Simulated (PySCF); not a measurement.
C2H3O2, SMILES [CH2]OC=O, multiplicity 2. Atoms are numbered in the order given.

```xyz
7

C     -0.4412    -1.3984     0.0000
O      0.6404    -0.5739     0.0000
C      0.4471     0.7701     0.0000
O     -0.6199     1.3138     0.0000
H     -1.4373    -0.9593     0.0000
H     -0.1986    -2.4576     0.0000
H      1.4366     1.2678     0.0000
```
Charge 0, spin multiplicity 2.

Geometry optimised at B3LYP-D3(BJ)/def2-SVP. The isomer is the one that the SMILES or the coordinates give; other isomers of the formula were not compared. The values are those of a single conformer.

Method: B3LYP/pcH-1 (PySCF).

Unrestricted Kohn–Sham, ⟨S²⟩ = 0.754. Hyperfine tensors hold the contact and dipolar terms, without spin-orbit corrections.

Q: Estimate the hyperfine couplings. (Estimate from the structure and the level; the computed values follow.)

A: 
| nucleus | A(iso) (MHz) | A(iso) (G) | dipolar principal values (MHz) |
|---|---|---|---|
| 13C no. 1 | 94.0 | 33.5 | -81.5, -78.8, 160.3 |
| 17O no. 2 | -7.5 | -2.7 | -28.7, 13.2, 15.5 |
| 13C no. 3 | 4.4 | 1.6 | -5.1, -2.6, 7.7 |
| 17O no. 4 | -3.5 | -1.2 | -18.1, 8.5, 9.6 |
| 1H no. 5 | -67.5 | -24.1 | -35.8, -1.3, 37.1 |
| 1H no. 6 | -67.4 | -24.1 | -37.1, -1.0, 38.1 |
| 1H no. 7 | -8.3 | -3.0 | -4.4, -2.4, 6.8 |

Q: And the g tensor (effective nuclear charges for spin-orbit coupling, GIAO)? (Estimate from the structure and the level; the computed values follow.)

A: principal values 2.0022, 2.0028, 2.0039; isotropic 2.0030.
